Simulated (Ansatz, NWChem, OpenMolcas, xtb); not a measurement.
## Si2H4F2 (SMILES F[SiH2][SiH2]F): the energy, rung by rung

Si2H4F2: 8 atoms, total charge 0, spin state singlet. SMILES: `F[SiH2][SiH2]F`. Geometry: relaxed at PBE0-D4/def2-TZVP. This is one conformer, not always the lowest.

```xyz
8

F    -1.9348    1.2058   -0.2745
Si   -0.3578    1.1281    0.0124
Si    0.3586   -1.1096    0.0441
F     0.2810   -1.7420   -1.4288
H     0.3401    1.9142   -1.0370
H    -0.0998    1.7437    1.3416
H     1.7748   -1.1640    0.4954
H    -0.4771   -1.9419    0.9468
```

Quantity: the energy change with the Si3–H8 bond stretched from 1.485 to 1.708 Å, in eV. The values are calculated.

| level | kind | program | value (eV) |
| --- | --- | --- | --- |
| GFN0-xTB | semi-empirical | xtb | 0.29 |
| HF/6-31G* (spherical functions) (restricted) | Hartree–Fock | NWChem | 0.41 |
| SVWN5/6-31G* (spherical functions) (restricted) | LDA | Ansatz | 0.26 |
| TPSS/6-31G* (spherical functions) (restricted) | meta-GGA | OpenMolcas | 0.32 |
| r2SCAN/6-31G* (spherical functions) (restricted) | meta-GGA | Ansatz | 0.31 |
| PBE0/6-31G* (spherical functions) (restricted) | global hybrid | Ansatz | 0.32 |
| CAM-B3LYP/6-31G* (spherical functions) (restricted) | range-separated hybrid | Ansatz | 0.34 |
| B2PLYP/6-31G* (spherical functions) (restricted) | double hybrid | OpenMolcas | 0.34 |
| RPA@PBE0/6-31G* (spherical functions) (restricted) | RPA | Ansatz | 0.32 |
| CCSD/6-31G* (spherical functions) (restricted) | coupled cluster or CI | Ansatz | 0.32 |

The first shape isn't each level's own minimum. The values span 0.26 to 0.41 eV.
